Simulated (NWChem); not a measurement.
System: CrNH3S2O; SMILES [NH]=[Cr](=[O])([SH])[SH]

Output (shortened):

```
             Northwest Computational Chemistry Package (NWChem) 7.3.0
             --------------------------------------------------------

 C1  symmetry detected

                             Geometry "geometry" -> ""
                             -------------------------

 Output coordinates in angstroms (scale by  1.889725989 to convert to a.u.)

  No.       Tag          Charge          X              Y              Z
 ---- ---------------- ---------- -------------- -------------- --------------
    1 Cr                  24.0000     0.36689034     0.00107997     0.02773435
    2 O                    8.0000     1.20938674    -0.05107697     1.32375732
    3 N                    7.0000     1.24309537     0.09498273    -1.32185955
    4 H                    1.0000     2.23957653     0.15830250    -1.55025994
    5 S                   16.0000    -0.85583915     1.84565355    -0.02580258
    6 H                    1.0000    -1.31427983     1.76396816     1.24594025
    7 S                   16.0000    -0.83508055    -1.86409425     0.00280660
    8 H                    1.0000    -1.05271116    -1.90940213    -1.33041077

 Effective nuclear repulsion energy (a.u.)     479.9856775669

                                 NWChem DFT Module
                                 -----------------

 Summary of "ao basis" -> "ao basis" (spherical)
 ------------------------------------------------------------------------------
       Tag                 Description            Shells   Functions and Types
 ---------------- ------------------------------  ------  ---------------------
 Cr                         def2-svp                11       31   5s3p2d1f
 O                          def2-svp                 6       14   3s2p1d
 N                          def2-svp                 6       14   3s2p1d
 H                          def2-svp                 3        5   2s1p
 S                          def2-svp                 8       18   4s3p1d

            General Information
            -------------------
          SCF calculation type: DFT
          Wavefunction type:  closed shell.
          No. of atoms     :     8
          No. of electrons :    74
           Alpha electrons :    37
            Beta electrons :    37
          Charge           :     0
          Spin multiplicity:     1
          Use of symmetry is: off; symmetry adaption is: off
          Maximum number of iterations: 150
          AO basis - number of functions:   110
                     number of shells:    48
          Convergence on energy requested:  1.00D-06
          Convergence on density requested:  1.00D-05
          Convergence on gradient requested:  5.00D-04

              XC Information
              --------------
                   Becke 97-D Method XC Functional
                  Becke 1997-D Exchange Functional  1.000
                Becke 1997-D Correlation Potential  1.000

             Grid Information
             ----------------
          Grid used for XC integration:  medium
          Radial quadrature: Mura-Knowles
          Angular quadrature: Lebedev.
          Tag              B.-S. Rad. Rad. Pts. Rad. Cut. Ang. Pts.
          ---              ---------- --------- --------- ---------
          Cr                  1.40      112           9.0       590
          O                   0.60       49          11.0       434
          N                   0.65       49          11.0       434
          H                   0.35       45          12.0       434
          S                   1.00       88          11.0       590
          Grid pruning is: on
          Number of quadrature shells:   521
          Spatial weights used:  Erf1

      Superposition of Atomic Density Guess
      -------------------------------------

 Sum of atomic energies:       -1968.16044016

      Non-variational initial energy
      ------------------------------

 Total energy =   -1968.689323
 1-e energy   =   -3666.933707
 2-e energy   =    1218.258706
 HOMO         =      -0.312817
 LUMO         =      -0.080275

     ---------------------------------------------
      Total Density - Mulliken Population Analysis
     ---------------------------------------------

    Atom       Charge   Shell Charges
 -----------   ------   -------------------------------------------------------
    1 Cr  24    21.51   2.00  2.00  2.01  0.34  0.02  6.00  6.02  0.55  1.58  0.98  0.01
    2 O    8     9.14   1.99  1.17  0.78  3.20  2.00  0.01
    3 N    7     8.09   1.99  1.11  0.60  2.65  1.73  0.01
    4 H    1     0.75   0.58  0.13  0.04
    5 S   16    16.47   2.00  1.99  1.21  0.61  5.94  1.85  2.84  0.02
    6 H    1     0.78   0.57  0.19  0.03
    7 S   16    16.47   2.00  1.99  1.21  0.61  5.94  1.85  2.85  0.02
    8 H    1     0.78   0.57  0.18  0.03

   convergence    iter        energy       DeltaE   RMS-Dens  Diis-err
 ---------------- ----- ----------------- --------- --------- ---------
 d= 0,ls=0.0,diis     1  -1971.3190985114 -2.45D+03  5.82D-02  9.94D+00
 d= 0,ls=0.0,diis     2  -1953.4066733376  1.79D+01  5.41D-02  8.04D+01
 d= 0,ls=0.0,diis     3  -1970.9210391428 -1.75D+01  3.06D-02  1.36D+01
 d= 0,ls=0.0,diis     4  -1971.5683033941 -6.47D-01  2.11D-02  6.57D+00
 d= 0,ls=0.0,diis     5  -1971.8961184842 -3.28D-01  1.69D-02  5.13D+00
 d= 0,ls=0.0,diis     6  -1972.0984255378 -2.02D-01  8.20D-03  3.46D+00
 d= 0,ls=0.0,diis     7  -1972.3313368395 -2.33D-01  8.85D-03  1.91D+00
 d= 0,ls=0.0,diis     8  -1972.1806662246  1.51D-01  3.47D-03  3.66D+00
 d= 0,ls=0.0,diis     9  -1972.0828286934  9.78D-02  5.71D-03  5.40D+00
 d= 0,ls=0.0,diis    10  -1972.4940088955 -4.11D-01  1.94D-03  1.70D-01
  Resetting Diis
 d= 0,ls=0.0,diis    11  -1972.5091779270 -1.52D-02  6.63D-04  1.36D-02
 d= 0,ls=0.0,diis    12  -1972.5104964955 -1.32D-03  1.72D-03  2.21D-03
 d= 0,ls=0.0,diis    13  -1972.4932795182  1.72D-02  1.43D-03  1.88D-01
 d= 0,ls=0.0,diis    14  -1972.5102504427 -1.70D-02  3.09D-04  4.53D-03
 d= 0,ls=0.0,diis    15  -1972.5107126914 -4.62D-04  9.59D-05  1.20D-04
 d= 0,ls=0.0,diis    16  -1972.5107252024 -1.25D-05  3.27D-05  3.82D-05
 d= 0,ls=0.0,diis    17  -1972.5107293403 -4.14D-06  1.72D-05  4.70D-06
 d= 0,ls=0.0,diis    18  -1972.5107295799 -2.40D-07  8.82D-06  1.92D-06

         Total DFT energy =    -1972.510729579869
      One electron energy =    -3672.731682013629
           Coulomb energy =     1336.989539605646
    Exchange-Corr. energy =     -116.745859358516
 Nuclear repulsion energy =      479.985677566934

    Dispersion correction =       -0.008405380304

 Numeric. integr. density =       74.000006638510

                       DFT Final Molecular Orbital Analysis
                       ------------------------------------

 Vector   35  Occ=2.000000D+00  E=-2.745274D-01
              MO Center=  7.7D-02, -2.4D-01, -2.0D-01, r^2= 4.6D+00
   Bfn.  Coefficient  Atom+Function         Bfn.  Coefficient  Atom+Function
  ----- ------------  ---------------      ----- ------------  ---------------
    99      0.273333  7 S  py                96      0.231283  7 S  py
    35     -0.218996  2 O  px                51     -0.191750  3 N  pz
    50      0.189511  3 N  py                49     -0.162069  3 N  px
    38     -0.158072  2 O  px                19      0.155507  1 Cr d  2
    54      0.142159  3 N  pz                75     -0.141909  5 S  px

 Vector   36  Occ=2.000000D+00  E=-2.571226D-01
              MO Center= -2.0D-01,  1.3D-01, -1.9D-01, r^2= 4.5D+00
   Bfn.  Coefficient  Atom+Function         Bfn.  Coefficient  Atom+Function
  ----- ------------  ---------------      ----- ------------  ---------------
    75     -0.265802  5 S  px                98     -0.263286  7 S  px
    51      0.245348  3 N  pz                76     -0.212416  5 S  py
    72     -0.194856  5 S  px                95     -0.191584  7 S  px
    54     -0.185251  3 N  pz                99      0.181199  7 S  py
    37      0.165585  2 O  pz                73     -0.163632  5 S  py

 Vector   37  Occ=2.000000D+00  E=-2.229095D-01
              MO Center= -6.7D-01, -3.6D-02, -5.3D-03, r^2= 5.0D+00
   Bfn.  Coefficient  Atom+Function         Bfn.  Coefficient  Atom+Function
  ----- ------------  ---------------      ----- ------------  ---------------
    98     -0.382062  7 S  px                75      0.347994  5 S  px
    95     -0.275921  7 S  px                72      0.252558  5 S  px
    76      0.244649  5 S  py                99      0.240865  7 S  py
    73      0.181122  5 S  py                96      0.177489  7 S  py
    92     -0.154405  7 S  px                69      0.141291  5 S  px

 Vector   38  Occ=0.000000D+00  E=-1.569552D-01
              MO Center=  2.0D-01, -1.0D-02, -6.6D-03, r^2= 2.6D+00
   Bfn.  Coefficient  Atom+Function         Bfn.  Coefficient  Atom+Function
  ----- ------------  ---------------      ----- ------------  ---------------
    19      0.675249  1 Cr d  2              98      0.239834  7 S  px
    75      0.225891  5 S  px                17     -0.212563  1 Cr d  0
    24      0.205222  1 Cr d  2              51      0.173550  3 N  pz
    37      0.165913  2 O  pz                95      0.155783  7 S  px
    54     -0.152315  3 N  pz                72      0.145553  5 S  px

 Vector   39  Occ=0.000000D+00  E=-1.393039D-01
              MO Center=  6.6D-01, -2.3D-03,  5.9D-02, r^2= 1.8D+00
   Bfn.  Coefficient  Atom+Function         Bfn.  Coefficient  Atom+Function
  ----- ------------  ---------------      ----- ------------  ---------------
    16      0.702704  1 Cr d -1              36     -0.334605  2 O  py
    39     -0.285011  2 O  py                50     -0.277198  3 N  py
    53      0.271330  3 N  py                21      0.223096  1 Cr d -1
    15      0.155379  1 Cr d -2              76     -0.095584  5 S  py
    99     -0.084572  7 S  py                17      0.076447  1 Cr d  0

[...]
```

Level: B97-D/def2-SVP. Geometry: optimised at B3LYP/6-31G* (spherical d). No frequency run checked for a minimum.

**Question.** Which NWChem input produces such a log?

**Answer.** One answer among several that fit: the input that was run:
```
start job
memory heap 200 mb stack 900 mb global 1100 mb
geometry units angstroms noautoz
  Cr     0.382190     0.003921    -0.047688
  O      1.314905     0.025482     1.185914
  N      1.159913     0.017387    -1.459397
  H      2.137475     0.065270    -1.761441
  S     -0.845105     1.844770    -0.121222
  H     -1.211691     1.838115     1.182519
  S     -0.814602    -1.857072     0.121499
  H     -1.126481    -1.979380    -1.187950
end
basis spherical
  * library def2-svp
end
dft
  xc becke97-d
  disp vdw 2
  iterations 150
  mulliken
end
task dft energy
```
